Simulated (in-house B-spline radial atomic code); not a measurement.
Inner levels of vanadium as electrons are removed. A shift is the extra binding of the orbital against the neutral atom ([Ar] 3d3 4s2). Computed with a B-spline radial code for spherical atoms: non-relativistic Hartree-Fock, average of the configuration, point nuclei.

```tsv
ion	configuration	shift of 1s (eV)	radius of 1s (bohr)	Σ<r²> (bohr²)	change of density at nucleus (bohr⁻³)
V	[Ar] 3d3 4s2	0	0.067	47.508	-
V+	[Ar] 3d4	2.4117	0.066998	22.226	-6.0921
V2+	[Ar] 3d3	16.584	0.067	16.537	-5.0313
V3+	[Ar] 3d2	34.661	0.067002	13.158	-2.9382
V4+	[Ar] 3d1	55.999	0.067006	10.775	0.09181
V5+	[Ne] 3s2 3p6	80.282	0.06701	8.9423	3.9819
V6+	[Ne] 3s2 3p5	110.79	0.067004	7.53	10.549
V7+	[Ne] 3s2 3p4	143.26	0.066997	6.2656	17.694
V8+	[Ne] 3s2 3p3	177.68	0.066989	5.126	25.419
V9+	[Ne] 3s2 3p2	214.01	0.066979	4.0931	33.727
V10+	[Ne] 3s2 3p1	252.24	0.066968	3.1528	42.622
V11+	[Ne] 3s2	292.35	0.066956	2.2937	52.108
V12+	[Ne] 3s1	332.7	0.066954	1.5006	-5.1559
V13+	[He] 2s2 2p6	374.55	0.06695	0.76261	-68.029
V14+	[He] 2s2 2p5	483.73	0.066871	0.64642	-37.004
V15+	[He] 2s2 2p4	597.25	0.066786	0.54008	-4.3879
V16+	[He] 2s2 2p3	715.09	0.066693	0.44254	29.832
V17+	[He] 2s2 2p2	837.19	0.066593	0.35288	65.668
V18+	[He] 2s2 2p1	963.55	0.066485	0.27032	103.14
V19+	[He] 2s2	1094.11	0.066371	0.19417	142.25
V20+	[He] 2s1	1209.28	0.066358	0.10056	-244.01
V21+	1s2	1327.07	0.0663	0.011746	-653.9
V22+	1s1	1713.7	0.065217	0.0056711	-4304.36
```
